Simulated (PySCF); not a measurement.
All of these have the formula C6H6FNO. Level of theory: TDDFT CAM-B3LYP/def2-SVPD, vertical, gas phase, core orbitals frozen in the response in PySCF 2.14.0, density-fitted response routines. Geometries: GFN2-xTB; one conformer of each isolated species. Triplets are in the Tamm–Dancoff approximation.

Question: Rank by computed HOMO–LUMO gap, lowest first.
A. `N#CC1=C[C@H](F)COC1`
B. `CC(=O)NC(F)=C1C=C1`
C. `C#C/C(=C\F)C(=O)NC`
D. `C=C(CF)c1cocn1`
E. `O1CC[C@@H](C=C1F)C#N`
F. `C#C[C@@H]1C(=O)NC[C@@H]1F`

Answer: B (7.41 eV), D (8.06 eV), C (8.25 eV), A (8.84 eV), E (9.50 eV), F (9.91 eV).

```
                   SMILES  gap (eV)  first f ≥ 0.01 (nm)  HOMO (eV)  S1 (eV)  LUMO (eV)    S1 mainly
       CC(=O)NC(F)=C1C=C1      7.41                  235      -6.85     4.17       0.56    H→L (99%)
           C=C(CF)c1cocn1      8.06                  233      -8.07     5.32      -0.01    H→L (98%)
       C#C/C(=C\F)C(=O)NC      8.25                  225      -8.74     4.96      -0.49  H-2→L (90%)
      N#CC1=C[C@H](F)COC1      8.84                  213      -9.57     5.81      -0.73    H→L (47%)
     N#C[C@@H]1C=C(F)OCC1      9.50                  189      -8.68     6.55       0.82    H→L (88%)
C#C[C@@H]1C(=O)NC[C@@H]1F      9.91                  175      -8.93     5.68       0.98  H→L+1 (32%)
```

H and L stand for HOMO and LUMO.
